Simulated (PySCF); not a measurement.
**Spin-rotation constants: `C[P@@+]1(C=C)C(C)=C1F`, [C6H9FP]+, charge +1**

Molfile (atoms numbered from 1):
```
C6H9FP
     RDKit          3D

 17 17  0  0  0  0  0  0  0  0999 V2000
   -1.8524    1.8581   -0.2967 C   0  0  0  0  0  0  0  0  0  0  0  0
   -1.8550    0.5818    0.0601 C   0  0  0  0  0  0  0  0  0  0  0  0
   -0.4185   -0.4908   -0.1319 P   0  0  2  0  0  0  0  0  0  0  0  0
   -0.7333   -2.2349    0.2642 C   0  0  0  0  0  0  0  0  0  0  0  0
    1.2774    0.1800   -0.1010 C   0  0  0  0  0  0  0  0  0  0  0  0
    2.3868    0.6707    0.7155 C   0  0  0  0  0  0  0  0  0  0  0  0
    0.8356   -0.0737   -1.3354 C   0  0  0  0  0  0  0  0  0  0  0  0
    1.1726   -0.0127   -2.5913 F   0  0  0  0  0  0  0  0  0  0  0  0
   -0.9849    2.3404   -0.7203 H   0  0  0  0  0  0  0  0  0  0  0  0
   -2.7311    2.4710   -0.1784 H   0  0  0  0  0  0  0  0  0  0  0  0
   -2.7194    0.0881    0.4851 H   0  0  0  0  0  0  0  0  0  0  0  0
    0.1715   -2.8172    0.0907 H   0  0  0  0  0  0  0  0  0  0  0  0
   -1.5394   -2.6096   -0.3699 H   0  0  0  0  0  0  0  0  0  0  0  0
   -1.0324   -2.3219    1.3101 H   0  0  0  0  0  0  0  0  0  0  0  0
    2.0600    1.4881    1.3578 H   0  0  0  0  0  0  0  0  0  0  0  0
    3.1922    1.0171    0.0697 H   0  0  0  0  0  0  0  0  0  0  0  0
    2.7632   -0.1225    1.3617 H   0  0  0  0  0  0  0  0  0  0  0  0
  1  2  2  0
  2  3  1  0
  3  4  1  1
  3  5  1  0
  5  6  1  0
  5  7  2  0
  7  8  1  0
  7  3  1  0
  1  9  1  0
  1 10  1  0
  2 11  1  0
  4 12  1  0
  4 13  1  0
  4 14  1  0
  6 15  1  0
  6 16  1  0
  6 17  1  0
M  CHG  1   3   1
M  END
```

Level of theory: GIAO PBE0/pcSseg-1 magnetisability, rotational g tensor and spin-rotation constants, non-relativistic, gas phase (PySCF 2.14.0). Geometry: GFN2-xTB.

For an ion the centre-of-mass motion in the field is neglected.

Problem. Give the nuclear spin-rotation constants along the inertial axes (H = +C I·J) beside the isotropic shieldings.

Solution. Rotational constants 1.7965, 1.2851, 1.1881 GHz. A star marks the isotopologue with that one atom substituted, in its own axes.
| atom | isotope | Caa (kHz) | Cbb (kHz) | Ccc (kHz) | mean (kHz) | σ (ppm) |
| --- | --- | --- | --- | --- | --- | --- |
| P3 | 31P | 2.770 | 1.024 | 2.046 | 1.947 | 407.7 |
| F8 | 19F | 2.368 | 0.215 | 1.862 | 1.482 | 290.2 |
| H9 | 1H | 0.078 | -0.076 | -0.167 | -0.055 | 24.7 |
| H10 | 1H | 0.061 | -0.064 | -0.151 | -0.051 | 24.0 |
| H11 | 1H | 0.083 | -0.103 | -0.168 | -0.062 | 25.5 |
| H12 | 1H | -0.076 | -0.096 | -0.165 | -0.112 | 29.8 |
| H13 | 1H | -0.163 | -0.139 | -0.043 | -0.115 | 28.7 |
| H14 | 1H | -0.169 | -0.117 | -0.062 | -0.116 | 28.8 |
| H15 | 1H | -0.171 | -0.111 | -0.061 | -0.114 | 29.2 |
| H16 | 1H | -0.012 | -0.127 | -0.136 | -0.091 | 28.5 |
| H17 | 1H | -0.205 | -0.033 | -0.111 | -0.116 | 29.2 |
| C1 | 13C* | 0.974 | 0.525 | 0.122 | 0.540 | 26.5 |
| C2 | 13C* | 0.823 | 0.339 | 0.186 | 0.449 | 66.2 |
| C4 | 13C* | 0.217 | 0.140 | 0.194 | 0.184 | 171.8 |
| C5 | 13C* | 0.740 | 0.247 | 0.315 | 0.434 | 68.1 |
| C6 | 13C* | 0.229 | 0.142 | 0.159 | 0.177 | 176.9 |
| C7 | 13C* | 0.855 | 0.361 | 0.326 | 0.514 | 31.4 |

For the geometry as given, no vibrational averaging.

Problem. How do the rotational constants and the g tensor change when H9, H10, H11, H12, H13, H14, H15, H16, H17 are replaced by deuterium?

Solution. Constants 1.5246, 1.1325, 1.0154 GHz; g -0.0059, 0.0009, 0.0069, against -0.0067, 0.0011, 0.0082 before.
